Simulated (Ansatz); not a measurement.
Stepwise reaction of `[SH][Ga]([Cl])[Cl]` with hydrogen fluoride, as a gas-phase model of exchange steps in deposition or etching. ΔE in kJ/mol; ΔG adds harmonic PBE0-D4 terms to CCSD(T)/CBS, at 1 bar.

Gas-phase electronic energies from Ansatz, PBE0-D4/def2-TZVP geometries. CBS: MP2 limit from def2 TZ/QZ plus the TZ coupled-cluster correction, frozen cores. This one scheme is used for every species. DFT in def2-TZVPP. B3LYP here is the variant with VWN-RPA as its local correlation; programs differ in this. For Ga outer-core shells are correlated without core-valence functions, which leaves a few kJ/mol of doubt a bond. Scalar relativity is left out up to krypton. One conformer a species, not always the lowest.

| step | reaction | PBE-D4 | B3LYP-D4 | ωB97M-V | CCSD(T)/CBS | ΔG(500 K) |
| --- | --- | --- | --- | --- | --- | --- |
| 1 | `[SH][Ga]([Cl])[Cl]` + H–F → `[F][Ga]([SH])[Cl]` + HCl | 33.0 | 31.8 | 32.1 | 37.8 | 31.0 |

Task: Give the row of step 2, `[F][Ga]([SH])[Cl]` + H–F → `[F][Ga]([F])[SH]` + HCl. (Best estimate.)

Result: Ansatz gave: 
```csv
step,reaction,PBE-D4,B3LYP-D4,ωB97M-V,CCSD(T)/CBS,ΔG(500 K)
2,`[F][Ga]([SH])[Cl]` + H–F → `[F][Ga]([F])[SH]` + HCl,34.6,33.0,33.7,38.9,32.4
```

Task: By hand: ΔE of the 2 steps together at CCSD(T)/CBS.

Result: (37.8) + (38.9) = 76.7 kJ/mol, or 38.3 kJ/mol a step.

In ΔE the steps differ by no more than 1.1 kJ/mol. All are uphill at CCSD(T)/CBS. ΔG lies between 31.0 and 32.4 kJ/mol a step. PBE-D4 differs from CCSD(T)/CBS by -4.8 to -4.3 kJ/mol a step. Isolated molecules leave out the surface, adducts and barriers. Largest T1 diagnostic: 0.014.
